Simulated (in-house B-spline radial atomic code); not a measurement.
A fraction x of an electron is removed from 5s in Zr, starting from [Kr] 4d2 5s2 and keeping the highest spin. All numbers are computed (scalar-relativistic (X2C) SCAN, spin-polarised, spherical fractional occupations; Fermi nucleus of rms radius 4.2694 fm) with an all-electron radial atomic-structure program (B-spline basis), not measured.

```csv
x,E(x) - E(0) (eV),5s down level (eV)
0,0.0000,-4.115
0.03,0.1255,-4.252
0.25,1.1705,-5.241
0.3,1.4379,-5.455
0.42,2.1227,-5.952
0.5,2.6116,-6.270
0.53,2.8015,-6.385
0.7,3.9396,-6.992
0.87,5.1696,-7.440
0.9,5.3935,-7.483
1,6.1379,-
```

The exact functional would give a straight line between the two integer points. Deviations E(x) - E(0) - x[E(1) - E(0)], in eV: -0.059 at x = 0.03, -0.364 at x = 0.25, -0.403 at x = 0.3, -0.455 at x = 0.42, -0.457 at x = 0.5, -0.452 at x = 0.53, -0.357 at x = 0.7, -0.17 at x = 0.87, -0.131 at x = 0.9.

The curve lies below the straight line by up to 0.457 eV (at x = 0.5): convex, the delocalisation error that favours fractional charges.

**Question.** How well does Slater's transition state (minus the level at half occupation) give the ionisation energy?

**Answer.** It gives 6.270 eV against 6.138 eV from the two total energies; NIST lists 6.63 eV, ground level to ground level.
